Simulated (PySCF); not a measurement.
**A search over the determinants of GaH**

Unrestricted PBE0; Ga cc-pVTZ-PP with ECP10, H cc-pVTZ; scalar-relativistic core potentials (PySCF 2.14). Outer shells of the fragments: Ga 3d10 4s2 4p1; H 1s1.

Followed along the bond (rough minima from three points):

| 2Ms+1 | unpaired | ⟨S²⟩ at the start | R at minimum (Å) | Te (eV) |
| --- | --- | --- | --- | --- |
| 1 | none | 0.00 | 1.68 | 0.00 |
| 3 | σ ↑, π ↑ | 2.00 | 1.61 | 2.05 |

Solutions found at the starting distance of 1.525 Å, counted from the lowest of them; the search is not exhaustive and high or unbound solutions are not listed, so other states can lie among these:

```csv
2Ms+1,unpaired,term,E (eV),⟨S²⟩,⟨Lz²⟩,μ (D)
1,none,¹Σ⁺,0.00,0.00,0.00,0.24
3,"σ ↑, π ↑",³Π,1.94,2.00,1.00,-0.12
1,"σ ↑, π ↓",mixed,2.32,1.02,1.00,-0.03
3,π ↑↑,³Σ⁻,5.51,2.09,0.00,-0.45
3,σ ↑↑,³Σ⁺,5.81,2.00,0.00,3.82
1,π ↑↓,mixed,5.92,1.00,2.02,-0.52
1,none,mixed,6.65,0.00,2.00,-0.49
```

A term symbol is given only where ⟨S²⟩ and ⟨Lz²⟩ are close to those of a pure state; real π, δ and φ orbitals otherwise mix terms. A positive dipole means Ga(−)H(+).

Q: Compare the gap between the two lowest followed solutions at the starting distance with the gap between their minima.

A: At PBE0 the second solution (triplet, unpaired electrons σ ↑, π ↑) lies +1.94 eV from the first (singlet, closed shell) at 1.525 Å and +2.05 eV at the minima; the two curves relax by different amounts, since their minima lie near 1.61 and 1.68 Å.

Counting both spins, an empty level lies below a filled one in some of these solutions, because spin and occupation are held.
